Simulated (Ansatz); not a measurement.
Ideal-gas functions of `C=CB[SeH]` at 800 K and 1 bar, from an Ansatz frequency run at PBE0-D4/def2-TZVP.

Molar mass 118.83 g/mol, point group Cs (symmetry number 1), electronic degeneracy 1, moments of inertia 14.398, 299.779, 314.177 u Å². Harmonic wavenumbers (cm⁻¹, unscaled): 98, 195, 326, 385, 592, 612, 801, 818, 930, 1021, 1047, 1098, 1133, 1319, 1447, 1664, 2426, 2635, 3134, 3144, 3226.

Use S(trans) = R[1.5 ln M + 2.5 ln T − 1.1517]; rotational temperatures θ = 24.2544 K / I; S(rot) = R[ln(√π/σ · √(T³/θAθBθC)) + 1.5]; for each mode x = 1.438777 ν̃/T, S = R[x/(eˣ − 1) − ln(1 − e⁻ˣ)] and H = RT x/(eˣ − 1); 1 cm⁻¹ = 0.0119627 kJ/mol; R = 8.31446 J/(mol·K).

Q: By hand: the entropy, in J/(mol·K).

A: Translation 189.0. Rotation: θ = 1.6846, 0.0809, 0.0772 K, giving 119.5. Vibration, mode by mode: 22.76, 17.07, 12.87, 11.53, 8.18, 7.92, 5.96, 5.82, 4.94, 4.34, 4.18, 3.89, 3.70, 2.84, 2.37, 1.74, 0.57, 0.42, 0.20, 0.19, 0.17, in all 121.7. Electronic 0.0. Sum 430.2 J/(mol·K).

Q: By hand: H − E and G − E in kJ/mol, counted from the electronic energy.

A: Zero-point energy ½ × 28051 × 0.0119627 = 167.8; thermal vibration 50.8; translation, rotation and pV give 4 RT = 26.6. H − E = 245.2 kJ/mol, and G − E = 245.2 − 800 × 430.2/1000 = -99.0 kJ/mol.

Vibration gives 28 % of the entropy, 22.8 J/(mol·K) of it from the mode under 150 cm⁻¹: soft modes count most, and the harmonic formula is weakest for them. The sum counts one conformer and one mirror image; others add a mixing term.
